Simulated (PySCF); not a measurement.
**How methods differ on the ionisation energy of Xe³⁴⁺**

Xe³⁴⁺ [Ar] 3d2 (3F) → Xe³⁵⁺ [Ar] 3d1 (2D), as a difference of total energies. Computed with PySCF 2.14 in an uncontracted even-tempered set (18 s from 5.6 bohr⁻², ratio 2.5; 12 p from 7.3 bohr⁻², ratio 2.5; 7 d from 7.3 bohr⁻², ratio 2.5; 4 f from 25 bohr⁻², ratio 2.7; 3 g from 38 bohr⁻², ratio 2.7), with scalar relativity by spin-free X2C-1e. Correlated levels: outer shells: [Ne] frozen; virtual orbitals above 40 to 60 times the deepest correlated orbital energy dropped. The calculations carry no spin-orbit coupling.

```tsv
method	ionisation energy (eV)
UHF	2202.6
LDA	2201.9
PBE	2202.5
PBE0	2202.9
r2SCAN	2204.2
r2SCANh	2204.2
M06	2201.4
MP2 (outer shells)	2202.4
SCS-MP2 (outer shells)	2202.3
```

A first-order spin-orbit estimate (lowest level to lowest level, LS coupling) adds 3.020 eV.

Breit and QED terms and the two-electron picture change are absent.

First order in ζ underestimates the shift of j = l − 1/2 levels at high Z.

For comparison: 2209 ± 5 eV (theoretical estimate listed by NIST; NIST Atomic Spectra Database, ionization energies).
